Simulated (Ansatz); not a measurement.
`CCSCS` and `SC[S][GeH3]` differ in one atom or group.

Ansatz, PBE0-D4/def2-TZVP geometries, multiplicity 1. Each molecule was computed in one conformer, which needn't be the lowest.

Scalar relativity is left out up to krypton.

```json
{"property": "HOMO energy (B3LYP/def2-TZVPP) / eV", "`CCSCS`": "-6.26"}
{"property": "HOMO energy (ωB97M-V/def2-TZVPP) / eV", "`CCSCS`": "-8.72"}
{"property": "HOMO–LUMO gap (B3LYP/def2-TZVPP) / eV", "`CCSCS`": "6.27"}
{"property": "size of the dipole moment (B3LYP/def2-TZVPP) / D", "`CCSCS`": "2.36"}
{"property": "LUMO energy (B3LYP/def2-TZVPP) / eV", "`CCSCS`": "0.00"}
{"property": "LUMO energy (PBE0/def2-TZVPP) / eV", "`CCSCS`": "0.28"}
```

Q: Give the same properties after the change, and the shifts. (An estimate is asked.)

A: Computed: 
```csv
property,`SC[S][GeH3]`,shift
HOMO energy (B3LYP/def2-TZVPP) / eV,-6.72,-0.46
HOMO energy (ωB97M-V/def2-TZVPP) / eV,-9.14,-0.42
HOMO–LUMO gap (B3LYP/def2-TZVPP) / eV,6.27,0.00
size of the dipole moment (B3LYP/def2-TZVPP) / D,1.77,-0.59
LUMO energy (B3LYP/def2-TZVPP) / eV,-0.45,-0.45
LUMO energy (PBE0/def2-TZVPP) / eV,-0.21,-0.49
```

Dipoles are sizes alone; their direction can turn.

B3LYP here is the variant with VWN-RPA as its local correlation; programs differ in this.
